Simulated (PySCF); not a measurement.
Input for PySCF: R-MP2/6-31G* on AsH3N2 (a complex).

```python
from pyscf import gto, scf, dft, mp
from pyscf.data.elements import chemcore

mol = gto.M(
    atom='''
    N     0.24158190   -0.23289790   -1.00821241
    N     0.46009790   -0.69625344   -0.04515045
    As   -0.36854245    0.08084461    3.28316251
    H     1.11624568   -0.25615632    3.35399260
    H    -0.75177500   -1.38738825    3.13918809
    H    -0.51328798    0.03152969    4.80114879
    ''',
    basis='6-31g*',
    cart=True,
    charge=0, spin=0, verbose=3, max_memory=1800)
mf = scf.RHF(mol)
mf.conv_tol = 1e-8
mf.max_cycle = 100
mf.kernel()
if not mf.converged:
    mf = mf.newton().run(mf.mo_coeff, mf.mo_occ)
pt = mp.MP2(mf, frozen=chemcore(mol)).run()
```

Question: Predict the final total energy.

Answer: -2345.1462 hartree.
